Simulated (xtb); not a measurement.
C2H10O2Si2, SMILES C[C@@H](O[SiH3])[SiH2]O. All values are semi-empirical tight-binding results from xtb (GFN2-xTB unless named), good for trends rather than for accurate numbers. Coordinates come from a GFN2-xTB optimisation. The structure was generated by enumeration; whether it is a known compound was not checked. The values are those of a single conformer.

Optimised geometry:

```xyz
16

C     -0.5797    -0.4640    -1.7942
C     -0.0764    -0.7393    -0.3861
O      0.7779     0.3079     0.0623
Si     2.2525     0.7505    -0.4292
Si    -1.4487    -0.7529     0.9551
O     -1.8895     0.7819     1.2270
H      0.2533    -0.3918    -2.4928
H     -1.2378    -1.2688    -2.1111
H     -1.1324     0.4727    -1.8195
H      0.5020    -1.6701    -0.3988
H      2.2574     1.2818    -1.7965
H      2.5189     1.7828     0.5630
H      3.1905    -0.3746    -0.3752
H     -0.8894    -1.3608     2.1626
H     -2.6648    -1.4005     0.4831
H     -1.2211     1.4645     1.1903
```
Charge 0, spin multiplicity 1.

Question: Estimate the properties. (Estimate from the structure and the level; the computed values follow.)

Answer: 
The orbital gap is 5.45 eV and the dipole moment is 0.96 D. The zero-point energy is 70.9 kcal/mol, the G − E(el) at 298.15 K (modified RRHO) is 48.9 kcal/mol and the static polarisability (D4 model) is 93.9 bohr³. The solvation energy, GFN2-xTB/ALPB(water) is -2.4 kcal/mol. The solvation energy, GFN2-xTB/ALPB(ch2cl2) is -4.2 kcal/mol.

Question: Give the atomic charges and the Wiberg bond orders between heavy atoms. (The exact figures need the calculation; the answer reports its results.)

Answer: charges (e) C1 -0.11, C2 0.01, O3 -0.40, Si4 0.51, Si5 0.52, O6 -0.46, H7 0.03, H8 0.03, H9 0.04, H10 -0.01, H11 -0.11, H12 -0.11, H13 -0.11, H14 -0.08, H15 -0.07, H16 0.32. Bond orders C1–C2 1.03, C2–O3 0.96, O3–Si4 1.18, C2–Si5 0.81, Si5–O6 1.24.
